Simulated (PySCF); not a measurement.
A side-by-side comparison of computed properties.

First species: C4H7ClO.
SMILES with atom numbers: `[CH3:1][O:2]/[C:3]([CH3:4])=[CH:5]/[Cl:6]` (hydrogens: H7, H8, H9 on C1; H10, H11, H12 on C4; H13 on C5)

Geometry (PBE0-D3(BJ)/def2-SVP, Å), atoms numbered from 1 in this order:
```
atom  x, y, z in Å
C1    -1.645   -0.051    0.507
O2    -0.367   -0.609    0.392
C3     0.687    0.208    0.180
C4     1.954   -0.568    0.081
C5     0.573    1.545    0.076
Cl6    1.925    2.590   -0.195
H7    -2.341   -0.883    0.670
H8    -1.710    0.647    1.361
H9    -1.938    0.489   -0.412
H10    2.107   -1.148    1.004
H11    2.812    0.093   -0.082
H12    1.884   -1.288   -0.749
H13   -0.374    2.077    0.154
```

Second species: C3H6F2GeO2.
Geometry (PBE0-D3(BJ)/def2-SVP, Å), atoms numbered from 1 in this order:
```xyz
14
C3H6F2GeO2 angstrom
F      3.215   -0.047   -0.944
C      2.193   -0.650   -0.291
F      1.623   -1.553   -1.120
Ge     0.834    0.703    0.232
O     -0.428    0.963   -0.998
C     -1.522    0.127   -0.664
C     -1.595    0.005    0.862
O     -0.280   -0.099    1.376
H      2.607   -1.193    0.579
H      1.446    2.030    0.699
H     -2.445    0.568   -1.072
H     -1.387   -0.874   -1.118
H     -2.100    0.892    1.291
H     -2.169   -0.888    1.158
```

Levels: B3LYP/def2-SVPD for HOMO energy, LUMO energy, HOMO–LUMO gap and static isotropic polarisability; TDDFT B3LYP/def2-SVPD for lowest singlet excitation. Geometries: PBE0-D3(BJ)/def2-SVP. Each species is one conformer at its optimised geometry, gas phase, non-relativistic unless stated; the electronic structure was computed with PySCF and density fitting.

Dipoles, sizes and rotational constants follow the conformer. The torsions of the flexible species, by atom-mapped SMILES:
- `[CH3:1][O:2]/[C:3]([CH3:4])=[CH:5]/[Cl:6]`: C1–O2–C3–C4 180°

The conformers of `F[CH](F)[GeH]1[O]CC[O]1` aren't listed.

Values for the first species:

- HOMO energy: -6.27 eV
- LUMO energy: 0.26 eV
- HOMO–LUMO gap: 6.53 eV
- Lowest singlet excitation: 5.64 eV
- Static isotropic polarisability: 70.4 au

Question: Estimate the same properties for the second species, and the change in each.

Answer: 
| property | first | second | second less first |
| --- | --- | --- | --- |
| HOMO energy | -6.27 eV | -7.79 eV | -1.52 eV |
| LUMO energy | 0.26 eV | -0.59 eV | -0.85 eV |
| HOMO–LUMO gap | 6.53 eV | 7.20 eV | +0.67 eV |
| lowest singlet excitation | 5.64 eV | 6.18 eV | +0.54 eV |
| static isotropic polarisability | 70.4 au | 71.5 au | +1.1 au |

On the first: The 6 singlets span 5.64 to 7.20 eV, and their oscillator strengths add up to 0.36. S1 lies 0.89 eV below the HOMO–LUMO gap; its leading configuration is HOMO→LUMO+1, weight 0.69.

On the second: The principal polarisabilities are 62.4, 68.7 and 83.3 au; their mean is the isotropic value. S1 lies 1.02 eV below the HOMO–LUMO gap; its leading configuration is HOMO→LUMO, weight 0.96. Relativistic effects, spin–orbit coupling among them, are left out although an element past zinc is present.
